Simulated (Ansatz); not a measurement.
HBCl, doublet, at a GFN2-xTB geometry.

The Ansatz (a first-principles code) input:
Ansatz 0.2 input:
```yaml
crystal:
  periodic: [false, false, false]
  atoms:
    - {symbol: B, position_ang: [-1.11910595, 0.43366543, 0.05067460]}
    - {symbol: Cl, position_ang: [0.44881581, -0.11025720, -0.01488399]}
    - {symbol: H, position_ang: [-2.03433907, -0.29395469, -0.00034516]}
basis:
  gaussian:
    orbitals: pc-1.json
magnetization: {spin_polarized: true, initial_magnetization: 1}
correlation: {method: mp2}
```
The basis file holds pc-1 in the JSON format of the Basis Set Exchange.

Q: What SCF-reference <S^2> does Ansatz with MP2/pc-1 give?

A: 0.753

Q: Estimate the number of basis functions that MP2/pc-1 returns for this input.

A: 37
